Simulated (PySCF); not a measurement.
# How methods differ on the excitation energy of Ta⁺

Ta⁺ [Xe] 4f14 5d3 6s1 (5F) → Ta⁺ [Xe] 4f14 5d2 6s2 (3F), as a difference of total energies. Computed with PySCF 2.14 in ANO-RCC-VTZP, with the spin-free X2C one-electron Hamiltonian (Gaussian nucleus). The calculations carry no spin-orbit coupling.

```csv
method,excitation energy (eV)
UHF,1.487
r2SCAN0,1.393
PBEsol,1.010
LC-wPBE,1.084
```

For comparison: 0.428 eV (measured; NIST levels, between the centres of gravity of the two terms).
